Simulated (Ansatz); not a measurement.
Job for Ansatz (a program for electronic structure): R-MP2/def2-TZVPPD on H2OSn (SMILES [OH][SnH]), atoms moved off the minimum. Elements past Kr take the def2 small-core potentials; no spin–orbit coupling. Files ending in .json are basis or fitting sets from the Basis Set Exchange. The run froze 10 orbitals, filled d shells among them.

Ansatz 0.2 input:
```yaml
crystal:
  periodic: [false, false, false]
  atoms:
    - {symbol: Sn, position_ang: [-0.21994448, -0.13462065, 0.10469473]}
    - {symbol: H, position_ang: [-1.46866767, -0.00796753, -1.22632383]}
    - {symbol: O, position_ang: [1.21360551, 0.85454980, -0.86475112]}
    - {symbol: H, position_ang: [0.96398398, 1.11429287, -1.66287795]}
basis:
  gaussian:
    orbitals: def2-TZVPPD.json
magnetization: {spin_polarized: false}
correlation: {method: mp2, electrons: outside_noble_gas}
scf: {lower_state_search: off}
output: {forces: true}
```

It printed:

```
WARN ansatz: RAYON_NUM_THREADS=1 ignored (pool sized by the plan → 1); use --threads N
Functional definition: HF
these checks for a lower state are left out or cut short: starts, cluster_reference, orbital_swaps, neighbouring_geometries, increment
integrals: 0.10 GiB planned
934 factors; integrals over basis functions are off by at most 7.9e-4 eV
mean field: 0.27 GiB planned
mean field evaluation 1: about -7871.9862 eV, gradient 4.2e1 eV
mean field evaluation 2: about -7871.9879 eV, gradient 4.2e1 eV
mean field evaluation 4: about -7875.2689 eV, gradient 2.3e0 eV
mean field evaluation 8: about -7875.3002 eV, gradient 4.5e-4 eV
mean field -7875.30019510 eV, -289.4119440998 hartree, gradient 2.3e-6 eV, S^2 0.000000; 0 other end points of the search recorded, 0 dependent functions left out
10 core orbitals not correlated
reference -7875.30019510 eV, -289.4119440998 hartree; 6, 6 occupied and 114, 114 virtual orbitals, 934 factors
densities: 0.29 GiB planned
second order -9.17612235 eV of doubles, -0.00000000 eV of singles
the calculation of the forces begins
Total energy: -7884.47631745 eV, -289.7491603765 hartree
Atom 0 at    -0.219944    -0.134621     0.104695 Å, force    -0.306853    -0.059616    -0.116610 eV/Å
Atom 1 at    -1.468668    -0.007968    -1.226324 Å, force     0.346086     0.012180     0.258371 eV/Å
Atom 2 at     1.213606     0.854550    -0.864751 Å, force     1.604086    -1.853880     5.526098 eV/Å
Atom 3 at     0.963984     1.114293    -1.662878 Å, force    -1.643320     1.901316    -5.667858 eV/Å
Dipole moment:    -0.257644    -0.120460     0.042600 e Å
Checks for a lower state left out: starts, cluster_reference, orbital_swaps, neighbouring_geometries, increment
```

Self-consistency was reached.

Cost: very roughly 5 core-seconds.
